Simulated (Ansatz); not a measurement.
The cluster Ag₂I⁺, relaxed as a triplet with UKS PBE-D4/def2-TZVP in Ansatz, starting from the PBE-D4/def2-TZVP geometry of the charge +1 singlet. Force threshold 0.02 eV/Å.

In the def2 sets Ag, I take a core potential; there is no spin–orbit coupling. The relaxation made no stability test and no search for a lower SCF solution. At PBE-D4/def2-TZVP a singlet of charge 1 lies 2.82 eV below the triplet, each at its own geometry. The structure comes from a short search, and lower isomers may exist.

Start:

```xyz
3

Ag    1.913    0.165    0.687
Ag   -1.304    0.400   -1.517
I    -0.609   -0.565    0.831
```

| step | energy (eV) | largest force component (eV/Å) | SCF passes |
| --- | --- | --- | --- |
| 1 | -16093.4018 | 0.690 | 25 |
| 2 | -16093.4665 | 0.210 | 23 |
| 3 | -16093.4750 | 0.055 | 23 |
| 4 | -16093.4757 | 0.002 | 25 |

Force components are those of the run's own axes.

End:

```
atom   x (Å)   y (Å)   z (Å)
 Ag1   2.015   0.175   0.722
 Ag2  -1.373   0.421  -1.598
  I3  -0.643  -0.596   0.875
```

By distances, no bond broke or formed. The bond that changes most is Ag1–I3, from 2.63 to 2.77 Å (atoms count from 1).

No frequencies were taken in this run, so the end may be a saddle point.

Hardware: 4 threads of Intel Xeon Platinum 8488C on a shared host. Wall time 3.8 s.
